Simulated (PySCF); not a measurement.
# C4H10OSi: core ionisation energies

Compound: C4H10OSi.
SMILES with atom numbers: `[CH2:1]=[CH:2][CH2:3][CH2:4][O:5][SiH3:6]`

Level of theory: delta-SCF UKS SCAN, pcX-2 on the ionised atom, pcseg-1 elsewhere, spin-free X2C (PySCF 2.14.0). Vertical ΔSCF values, vacuum level as zero.

Question: Give the core binding energies atom by atom.

Answer: 
| atom(s) | bonded to | level | binding energy (eV) | 2p1/2 (eV) | above the level's lowest (eV) | count |
| --- | --- | --- | --- | --- | --- | --- |
| Si6 | O and 3 H | Si 1s | 1847.31 | – | 0.00 | 1 |
| O5 | C and Si | O 1s | 537.97 | – | 0.00 | 1 |
| C4 | O, C and 2 H | C 1s | 292.25 | – | +2.17 | 1 |
| C3 | 2 C and 2 H | C 1s | 290.76 | – | +0.68 | 1 |
| C2 | C (double bond), C and H | C 1s | 290.42 | – | +0.34 | 1 |
| C1 | C (double bond) and 2 H | C 1s | 290.08 | – | 0.00 | 1 |
| Si6 | O and 3 H | Si 2p3/2 | 107.41 | 108.04 | 0.00 | 1 |

Lowest listed C 1s: C1, bonded to C (double bond) and 2 H. Highest, 2.17 eV above it: C4, bonded to O, C and 2 H. The widest gap between neighbouring values is 1.49 eV, between 290.76 and 292.25 eV.

Question: What is the longest wavelength that can ionise Si 1s of Si6 vertically?

Answer: λ = hc/E = 12398.42 eV Å / 1847.31 eV = 6.712 Å.

Question: Which photon energy gives electrons from Si 1s of Si6 a kinetic energy of 20 eV, and what is their de Broglie wavelength?

Answer: hν = 1847.31 + 20 = 1867.31 eV, recoil neglected; λ = 12.264 Å/√(E/eV) = 2.74 Å.

2p3/2 and 2p1/2 are the ΔSCF energy of one spin-free 2p hole plus the eigenvalues of a spin–orbit and ligand-field matrix of the shell. 2p1/2 minus 2p3/2 (ligand field included): Si 0.62 eV. Isolated species at its PBE0-D3(BJ)/def2-SVP geometry (one conformer only).

The run took 70 s of wall time on Arm Neoverse V2, one thread, shared host with 96 logical CPUs at a one-minute load of 70, and the process peaked at 0.88 GiB of memory.

The values belong to the conformer `[CH2:1]=[CH:2][CH2:3][CH2:4][O:5][SiH3:6]`: C1–C2–C3–C4 124°, C2–C3–C4–O5 62°, C3–C4–O5–Si6 -170°.
